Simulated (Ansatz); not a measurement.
The cluster Ge₂S₄⁻, relaxed as a doublet with UKS PBE-D4/def2-SVPD in Ansatz, starting from the GFN2-xTB geometry. Force threshold 0.02 eV/Å.

The structure comes from a short search, and lower isomers may exist.

Start:

```xyz
6

Ge    1.4539   -1.5041   -1.6195
Ge   -0.0379   -0.3890    0.9100
S    -1.8609    2.3387    1.5960
S     2.1248   -0.0789   -0.0256
S    -0.5930   -1.9284   -0.8131
S    -1.0870    1.5617   -0.0477
```

```json
{"step": "1", "energy (eV)": "-156321.8387", "largest force component (eV/Å)": "0.864", "SCF passes": "19"}
{"step": "2", "energy (eV)": "-156321.9307", "largest force component (eV/Å)": "0.221", "SCF passes": "30"}
{"step": "3 (rejected)", "energy (eV)": "-156321.9252", "largest force component (eV/Å)": "0.479", "SCF passes": "29"}
{"step": "4", "energy (eV)": "-156321.9492", "largest force component (eV/Å)": "0.163", "SCF passes": "23"}
{"step": "5", "energy (eV)": "-156321.9549", "largest force component (eV/Å)": "0.137", "SCF passes": "24"}
{"step": "6", "energy (eV)": "-156321.9567", "largest force component (eV/Å)": "0.085", "SCF passes": "24"}
{"step": "7", "energy (eV)": "-156321.9574", "largest force component (eV/Å)": "0.105", "SCF passes": "28"}
{"step": "8 (rejected)", "energy (eV)": "-156321.9446", "largest force component (eV/Å)": "0.443", "SCF passes": "24"}
{"step": "9", "energy (eV)": "-156321.9592", "largest force component (eV/Å)": "0.053", "SCF passes": "23"}
{"step": "10", "energy (eV)": "-156321.9614", "largest force component (eV/Å)": "0.029", "SCF passes": "25"}
{"step": "11 (rejected)", "energy (eV)": "-156321.9582", "largest force component (eV/Å)": "0.324", "SCF passes": "28"}
{"step": "12", "energy (eV)": "-156321.9629", "largest force component (eV/Å)": "0.025", "SCF passes": "23"}
{"step": "13", "energy (eV)": "-156321.9632", "largest force component (eV/Å)": "0.118", "SCF passes": "23"}
{"step": "14", "energy (eV)": "-156321.9636", "largest force component (eV/Å)": "0.087", "SCF passes": "23"}
{"step": "15", "energy (eV)": "-156321.9640", "largest force component (eV/Å)": "0.077", "SCF passes": "23"}
{"step": "16", "energy (eV)": "-156321.9645", "largest force component (eV/Å)": "0.005", "SCF passes": "25"}
```

Force components are those of the run's own axes.

End:

```xyz
6

Ge    1.606   -1.549   -1.544
Ge   -0.127   -0.535    0.951
S    -1.555    2.562    1.595
S     1.985    0.099   -0.024
S    -0.572   -1.905   -0.984
S    -1.337    1.328    0.007
```

By distances, no bond broke or formed. The bond that changes most is S3–S6, from 1.98 to 2.02 Å (atoms count from 1).

No frequencies were taken in this run, so the end may be a saddle point.

Run time 60 s (4 threads of Arm Neoverse V1 on a shared host).
